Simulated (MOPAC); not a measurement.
MOPAC input (AM1):

```
AM1 PRECISE GNORM=0.05 LET XYZ UHF MS=0.5 GEO-OK AUX(PRECISION=9) THREADS=1
H3F2Si2

F     1.91805100 1    1.24151900 1    0.19389200 1
Si    1.16636800 1   -0.10978100 1   -0.28414300 1
Si   -1.11685700 1    0.06426900 1    0.29269700 1
F    -1.86370700 1   -1.17651400 1   -0.41368900 1
H     1.88475300 1   -1.24814100 1    0.35529500 1
H    -1.38904600 1   -0.02285100 1    1.74741400 1
H    -1.67795200 1    1.32311200 1   -0.24428600 1
```

From the output:

```
                                                       MOPAC v23.2.5 Linux

          FINAL HEAT OF FORMATION =       -142.68189 KCAL/MOL =    -596.98103 KJ/MOL

          COSMO AREA              =        127.84 SQUARE ANGSTROMS
          COSMO VOLUME            =        120.05 CUBIC ANGSTROMS

          GRADIENT NORM           =          0.04768          =       0.01802 PER ATOM
          IONIZATION POTENTIAL    =          8.799164 EV
          ALPHA SOMO LUMO (EV)    =         -8.799 -1.518
          BETA  SOMO LUMO (EV)    =        -10.028 -1.200
          NO. OF ALPHA ELECTRONS  =         13
          NO. OF BETA  ELECTRONS  =         12
          MOLECULAR WEIGHT        =         97.1915         POINT GROUP:  C1

          MOLECULAR DIMENSIONS (Angstroms)

            Atom       Atom       Distance
            F     4    F     1     4.87997
            H     5    H     6     3.92462
            H     7    H     5     2.16961

          SCF CALCULATIONS        =         61

   ATOM   CHEMICAL          X               Y               Z
  NUMBER   SYMBOL      (ANGSTROMS)     (ANGSTROMS)     (ANGSTROMS)

     1       F          2.18527941  *   1.08681917  *   0.53057053  *
     2      Si          1.20659972  *   0.12675471  *  -0.32147853  *
     3      Si         -1.23745869  *   0.04958701  *   0.12921386  *
     4       F         -1.98123902  *  -1.37957738  *  -0.07863850  *
     5       H          1.78334340  *  -1.15690112  *  -0.70588341  *
     6       H         -1.41781486  *   0.53591329  *   1.49806999  *
     7       H         -1.77344117  *   1.05525881  *  -0.79006760  *

                             CARTESIAN COORDINATES

   1    F        2.185279414     1.086819172     0.530570529
   2   Si        1.206599720     0.126754708    -0.321478531
   3   Si       -1.237458693     0.049587011     0.129213863
   4    F       -1.981239017    -1.379577384    -0.078638498
   5    H        1.783343402    -1.156901125    -0.705883406
   6    H       -1.417814859     0.535913295     1.498069990
   7    H       -1.773441171     1.055258806    -0.790067604

           Empirical Formula: H3 F2 Si2  =     7 atoms

      MOLECULAR POINT GROUP   :   C1

          ALPHA EIGENVALUES
 -48.37763 -47.75475 -17.37615 -16.96688 -15.82692 -15.79201 -15.58443 -15.27605
 -13.91845 -13.18530 -11.99815 -10.39281  -8.79916  -1.51757   1.11011   1.20306
   1.36673   1.78884   2.07781

           BETA EIGENVALUES
 -48.14990 -47.66145 -17.40639 -16.63230 -15.72266 -15.61352 -15.49002 -14.67854
 -13.88717 -12.96894 -11.95744 -10.02792  -1.20025  -1.04522   1.06469   1.20283
   1.60081   1.96770   2.46730

              NET ATOMIC CHARGES AND DIPOLE CONTRIBUTIONS

  ATOM NO.   TYPE          CHARGE      No. of ELECS.   s-Pop       p-Pop
    1          F          -0.377024        7.3770     1.87768     5.49934
    2         Si           0.490985        3.5090     0.94900     2.56001
    3         Si           0.854145        3.1459     0.86123     2.28462
    4          F          -0.420053        7.4201     1.87999     5.54006
    5          H          -0.161122        1.1611     1.16112
    6          H          -0.195017        1.1950     1.19502
    7          H          -0.191914        1.1919     1.19191
 DIPOLE           X         Y         Z       TOTAL
 POINT-CHG.    -0.609     0.738    -1.159     1.503
 HYBRID         0.334    -0.377     0.846     0.985
 SUM           -0.274     0.361    -0.313     0.551

          ATOMIC ORBITAL ELECTRON POPULATIONS

     Atom    s        px        py        pz
    1  F   1.87768   1.83225   1.83014   1.83694
    2 Si   0.94900   0.87562   0.79122   0.89317
    3 Si   0.86123   0.87537   0.58206   0.82720
    4  F   1.87999   1.86866   1.72236   1.94904
    5  H   1.16112
    6  H   1.19502
    7  H   1.19191

                    (SZ)    =    0.500000
                    (S**2)  =    0.846919

          ATOMIC ORBITAL SPIN POPULATIONS

    Atom   Total    s     px     py     pz
         Atomic
    1  F  0.0951  0.002  0.011  0.014  0.068
    2 Si  1.2473  0.233  0.174  0.227  0.614
    3 Si -0.2880 -0.062 -0.190 -0.011 -0.025
    4  F -0.0207 -0.001 -0.022  0.004 -0.002
    5  H -0.0699 -0.070
    6  H  0.0207  0.021
    7  H  0.0156  0.016

 **********************
 *                    *
 * JOB ENDED NORMALLY *
 *                    *
 **********************

 == MOPAC DONE ==
```

The geometry given is a B3LYP-D3(BJ)/def2-TZVP minimum.
